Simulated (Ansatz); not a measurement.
A nudged elastic band was laid between two geometries of CH5ISiTe (9 atoms, charge 0, multiplicity 1).

Method: RKS PBE0-D4/def2-SVP in Ansatz 0.2.0.

| Item | Value |
| --- | --- |
| movable images | 7 |
| climbing image | yes |
| spring | 5.0 eV/Å² |
| optimiser | quadratic models (default) |
| start path | through a guess of the saddle point |
| force threshold | 0.03 eV/Å |
| iteration limit | 46 |
| end points | relaxed |

Initial state:

```xyz
9
Properties=species:S:1:pos:R:3
Te -0.788 2.229 0.032
C 0.522 0.559 0.495
Si -0.301 -1.022 -0.072
I 1.193 -2.935 0.369
H -0.565 2.056 -1.610
H 1.507 0.735 0.041
H 0.640 0.571 1.589
H -1.564 -1.251 0.680
H -0.556 -0.988 -1.539
```

Final state:

```xyz
9
Properties=species:S:1:pos:R:3
Te -0.280 2.226 -0.753
C 0.673 0.558 0.261
Si -0.183 -1.022 -0.253
I 0.821 -2.934 0.939
H -1.688 2.058 0.121
H 1.721 0.568 -0.075
H 0.660 0.739 1.345
H -1.627 -0.984 0.110
H -0.009 -1.256 -1.712
```

(1) Which bonds break or form, and what moves?

(2) Give the energies along the band, and the barrier.

(3) What is the geometry of the highest image?

(4) What are the harmonic wavenumbers there?

Results:

(1) No bond is made or broken. The dihedral H5–Te1–C2–Si3 goes from -69 to 69°. The two ends are copies of one structure, up to a mirror image or an exchange of like atoms.

(2) The run converged. The highest image is number 4 of 0 to 8, 0.046 eV above the ends, which have the same energy within 2 meV. A vibrational analysis at the climbing image gives one clearly imaginary mode, 133i cm⁻¹: a first-order saddle point.

| image | path coordinate (Å) | energy (eV) | dihedral H5–Te1–C2–Si3 (°) |
| --- | --- | --- | --- |
| 0 | 0.00 | 0.000 | -69 |
| 1 | 0.39 | 0.006 | -54 |
| 2 | 0.79 | 0.021 | -37 |
| 3 | 1.18 | 0.038 | -20 |
| 4 | 1.57 | 0.046 | 0 |
| 5 | 1.96 | 0.038 | 19 |
| 6 | 2.35 | 0.021 | 37 |
| 7 | 2.75 | 0.006 | 54 |
| 8 | 3.14 | 0.000 | 69 |

(3) 
```xyz
9
Properties=species:S:1:pos:R:3
Te -0.363 2.400 -0.156
C 0.644 0.587 0.489
Si -0.203 -0.931 -0.201
I 0.980 -2.942 0.574
H -1.514 1.578 -1.042
H 1.686 0.637 0.140
H 0.632 0.568 1.588
H -1.609 -1.017 0.282
H -0.165 -0.927 -1.689
```

(4) 133i, 60, 90, 111, 376, 472, 523, 630, 695, 758, 795, 823, 930, 1006, 1071, 1392, 2123, 2253, 2264, 3110, 3192 cm⁻¹.

Time of the run: 4.9 min on 2 threads of Arm Neoverse V1 (shared host), peak memory 0.3 GiB.
